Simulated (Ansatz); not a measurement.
Coupled-cluster run, CH₆Ge, SMILES `[CH3][GeH3]`.

```yaml
crystal:
  periodic: [false, false, false]
  atoms:
    - {symbol: C, position_ang: [-0.310865, 0.190253, -0.971389]}
    - {symbol: Ge, position_ang: [0.296903, -0.181904, 0.846748]}
    - {symbol: H, position_ang: [-1.380121, 0.404248, -0.976535]}
    - {symbol: H, position_ang: [0.218832, 1.052162, -1.378407]}
    - {symbol: H, position_ang: [-0.124551, -0.669351, -1.615976]}
    - {symbol: H, position_ang: [0.030683, 1.028180, 1.760055]}
    - {symbol: H, position_ang: [1.807068, -0.479559, 0.857698]}
    - {symbol: H, position_ang: [-0.445748, -1.401229, 1.422107]}
basis:
  gaussian: {orbitals: def2-TZVPP}
correlation: {method: ccsd_t}
output: {orbitals: {seedname: orbitals}}
```

```sh
$ ansatz run in.yaml --threads 2 --pin off --events-out ev --progress --plain
```

Log, shortened:

```
Functional definition: HF
951 factors; integrals over basis functions are off by at most 1.2e-3 eV
mean field evaluation 1: about -57597.6062 eV, gradient 2.5e1 eV
mean field evaluation 2: about -57597.6693 eV, gradient 2.5e1 eV
mean field evaluation 4: about -57599.3459 eV, gradient 2.6e0 eV
mean field evaluation 8: about -57599.3691 eV, gradient 1.4e-1 eV
mean field -57599.36919056 eV, -2116.7377754982 hartree, gradient 2.2e-6 eV, S^2 0.000000; 0 other end points of the search recorded, 0 dependent functions left out
10 core orbitals not correlated: weight in the atoms' cores, before any rotation towards them, 1.000 or more for the frozen orbitals, at most 0.000 for the correlated occupied ones
reference -57599.36919056 eV, -2116.7377754982 hartree; 12, 12 occupied and 141, 141 virtual orbitals, 951 factors
second order -12.37876167 eV of doubles, -0.00000000 eV of singles
cycle   1  -12.71080139 eV  change   -3.3e-1 eV  update   8.0e-2
cycle   2  -13.13071209 eV  change   -4.2e-1 eV  update   2.4e-2
cycle   3  -13.17356098 eV  change   -4.3e-2 eV  update   9.9e-3
cycle   4  -13.17134243 eV  change    2.2e-3 eV  update   2.3e-3
cycle   5  -13.17084445 eV  change    5.0e-4 eV  update   6.8e-4
cycle   6  -13.17067521 eV  change    1.7e-4 eV  update   1.9e-4
cycle   7  -13.17066259 eV  change    1.3e-5 eV  update   4.7e-5
cycle   8  -13.17066912 eV  change   -6.5e-6 eV  update   1.4e-5
perturbative correction -0.43786394 eV, -0.0160912031 hartree
Total energy: -57612.97772362 eV, -2117.2378798640 hartree
```

Hardware: 2 threads of a server CPU on a shared host. Wall time 32 s, peak host memory 1.3 GiB.

The correlation energy is -13.609 eV, 3.2 % of it from (T); the T1 diagnostic reads 0.0105.
